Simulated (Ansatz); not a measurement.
```xyz
4

C    -0.0467   -0.0164   -0.4852
C    -0.0416   -0.0157    0.7991
H    -0.0485   -0.9506   -1.0196
H    -0.0062    0.9891   -1.0037
```

Basis set: cc-pVDZ (spherical functions). Correlated methods keep 2 orbitals frozen. Charge 0, multiplicity 1.

Computed with Ansatz (development build ahead of 0.2.0); each method stands on the lowest determinant of its kind that the runs found. Restricted open shells among the atoms or ions are ROHF, correlated in semicanonical orbitals with singles.

Problem. Give the atomization energy at this shape (free ground-state atoms in the same class of orbitals less the molecule, no zero-point energy) of singlet C2H2 by RHF-MP2, RHF.

Solution.

```tsv
method	atomization energy
RHF-MP2	14.33 eV
RHF	11.11 eV
```
